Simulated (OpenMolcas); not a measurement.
B-: the spin-orbit constant, worked from levels

```json
{"Program": "OpenMolcas", "Basis": "ANO-RCC-VTZP [4s3p2d1f]", "Scalar Hamiltonian": "DKH2, point nucleus", "Active space": "4 electrons in 4 orbitals (2s 2p)", "State averaging": "2S+1 = 3 even, 6 roots (3 in the spin-orbit step); 2S+1 = 1 even, 6 roots kept (CI in the orbitals of an earlier block); 2S+1 = 5 odd, 1 root; 2S+1 = 3 odd, 5 roots kept (CI in the orbitals of an earlier block, 0 in the spin-orbit step)", "Spin-orbit coupling": "state interaction with AMFI integrals over the reference wave functions, term energies averaged over their components"}
```

Methods: CASSCF; SS-CASPT2, IPEA 0.25 Eh, imaginary shift 0.1 Eh (closed shells correlated: 1s).

**The spin-orbit constant.** For the Hund term 3P of p2, E(J) = (A/2) J(J+1) + constant and ζ = 2S·A = 2A. From J = 0 to J = 2 the energy changes by 3 A.

```tsv
Source	E(2) - E(0)	A	ζ
CASSCF	10.5	3.5	7
SS-CASPT2	10.5	3.5	7
```

All in cm-1. Both methods take the spin-orbit matrix elements from the reference wave functions, so the second can move ζ only through the term energies and any multistate remixing. Second-order mixing with other terms is absorbed into this ζ.

No diffuse functions were added, so excited terms of the anion can stand markedly too high. Without dynamic correlation excited terms often stand tens of per cent too high (terms of higher spin than the ground term too low), and those without a measured partner can miss by more than the paired ones (holds for CASSCF). Levels of configurations outside the active space are missing.
